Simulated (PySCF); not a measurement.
Zn(SeH)(SiH3) (H₄SeSiZn), SMILES [SiH3][Zn][SeH]. Heavy atoms are numbered as in [Zn:1]([SeH:2])[SiH3:4]. Hydrogens are named by the atom that carries them.

Geometry: B3LYP-D3(BJ)/def2-SVP. The values are those of a single conformer.

Calculation: PBE/pcSseg-1 run with PySCF.

GIAO shieldings, no solvent; atoms alike by connectivity are averaged. δ = σ(ref) − σ: ⁷⁷Se against Me2Se (σ = 1634.8 ppm); ¹H against TMS (σ = 31.49 ppm); ²⁹Si against TMS (σ = 335.4 ppm), references at their B3LYP-D3(BJ)/def2-TZVP geometries, non-relativistic.

### Question
Estimate the chemical shifts. (The exact figures need the calculation; the answer reports its results.)

### Answer

```csv
nucleus,atoms,count,δ (ppm)
⁷⁷Se,Se2 (SeH),1,-443.1
¹H,H on Si4,3,3.54
¹H,H on Se2,1,0.22
²⁹Si,Si4 (SiH3),1,-135.6
```
